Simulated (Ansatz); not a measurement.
C$_{3}$H$_{8}$OSi, SMILES `C=C[SiH](C)O`. The species carries charge 0 and has multiplicity 1. The geometry is a stationary point of PBE0-D4/def2-TZVP. It is one conformer, not always the lowest.

```xyz
13

C    -2.173   -0.379   -0.488
C    -1.202    0.487   -0.207
Si    0.601    0.124   -0.498
C     1.579    0.552    1.033
O     0.803   -1.454   -0.945
H    -3.221   -0.160   -0.305
H    -1.956   -1.350   -0.926
H    -1.484    1.449    0.221
H     1.107    0.909   -1.653
H     1.461    1.612    1.276
H     2.643    0.357    0.884
H     1.240   -0.025    1.897
H     0.602   -2.123   -0.289
```

What is the dipole moment at PBE/def2-TZVPP? (Estimate.)

Ansatz gave: 1.79 D, with components (-0.51, -0.20, 1.70) D in this frame, pointing from negative to positive charge.

And with r2SCAN, B3LYP, ωB97M-V? (Estimate.)

Ansatz gave: r2SCAN 1.83 D, B3LYP 1.82 D, ωB97M-V 1.85 D.

Give the Mulliken charges with PBE, r2SCAN, ωB97M-V in def2-TZVPP. (Best estimate.)

The calculation gave: 
```tsv
atom	PBE	r2SCAN	ωB97M-V
C1	-0.20	-0.15	-0.21
C2	-0.17	-0.22	-0.24
Si3	0.47	0.59	0.53
C4	-0.39	-0.32	-0.46
O5	-0.36	-0.42	-0.39
H6	0.10	0.08	0.11
H7	0.09	0.07	0.10
H8	0.08	0.07	0.09
H9	-0.09	-0.10	-0.05
H10	0.10	0.07	0.11
H11	0.11	0.08	0.13
H12	0.10	0.07	0.11
H13	0.18	0.19	0.17
```

B3LYP here is the variant with VWN-RPA as its local correlation; programs differ in this.
